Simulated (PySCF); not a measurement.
Si(Br)(SiH3) (BrH3Si2), SMILES [SiH3][Si]Br (connectivity only; charge and spin as stated), neutral, multiplicity 1. Atoms are numbered in the order given.

```xyz
6

Si     1.2561    -0.4453     0.0000
Br    -0.2472     1.2570     0.0000
Si    -0.4576    -2.1587     0.0000
H      0.1091    -3.5453     0.0000
H     -1.3181    -1.9965    -1.2162
H     -1.3181    -1.9965     1.2162
```
Charge 0, spin multiplicity 1.

Geometry: r2SCAN-D4/def2-SVP.

Computed with r2SCAN-D4/def2-SVP (PySCF).

Frequencies are harmonic and unscaled.

Computed normal modes with their intensities:
```csv
mode,ν (cm⁻¹),IR (km/mol),Raman (Å⁴/amu),depolarisation,moving atoms (share of kinetic energy)
1,70,0.9,0.5,0.75,H 93 %
2,120,1.3,3.4,0.54,"Si 58 %, Br 27 %, H 15 %"
3,362,24.3,8.8,0.75,"H 92 %, Si 8 %"
4,380,22.2,30.4,0.18,"Si 82 %, H 14 %"
5,398,58.3,13.1,0.69,"Si 74 %, Br 23 %"
6,496,6.3,12.0,0.68,"H 73 %, Si 27 %"
7,831,196.1,6.4,0.63,"H 91 %, Si 9 %"
8,914,50.2,26.9,0.74,H 97 %
9,930,25.8,35.7,0.75,H 97 %
10,2186,48.5,248.6,0.00,H 99 %
11,2201,72.2,104.7,0.75,H 96 %
12,2205,105.4,150.1,0.66,H 96 %
```
